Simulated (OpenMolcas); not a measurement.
Computed levels of 3d in ions with 19 electrons, in cm-1 above 2D 3/2.

| Item | Value |
| --- | --- |
| Program | OpenMolcas 26.06 |
| Method | RASSCF |
| Basis | ANO-RCC-VTZP |
| Scalar Hamiltonian | DKH2, point nucleus |
| Spin-orbit coupling | RASSI with atomic mean-field integrals over the reference wave functions, term energies averaged over their components |

Active space for each ion: 7 electrons in 8 orbitals (RAS1 3p, at most 2 holes; RAS2 3d).

```json
{"Level": "2D 5/2", "Sc2+": "232", "Ti3+": "419", "V4+": "665", "Cr5+": "979", "Fe7+": "1869"}
```

Estimate 2D 5/2 for Mn6+ from its neighbours Cr5+ and Fe7+.

2D 5/2 is fine structure, which grows about as the fourth power of a screened charge, so the fourth roots are averaged: ((979^0.25 + 1869^0.25) / 2)^4 = 1370. The calculation gives 1387, so the estimate is off by -1.2 %; the measured value is 1350 (Corliss and Sugar, J. Phys. Chem. Ref. Data 6, 1253 (1977)).

Without dynamic correlation excited terms often stand tens of per cent too high (terms of higher spin than the ground term too low), and those without a measured partner can miss by more than the paired ones. Active for correlation alone: 3p; no level in the range computed is led by a configuration that opens it, so any true level of that kind is missing. Computed and measured levels are paired by configuration, term and J; levels that our copy of the source lacks, or whose pairing is in doubt (as where it misses far off the trend of its configuration), stay unpaired and out of the deviations. Levels of configurations outside the active space are missing.
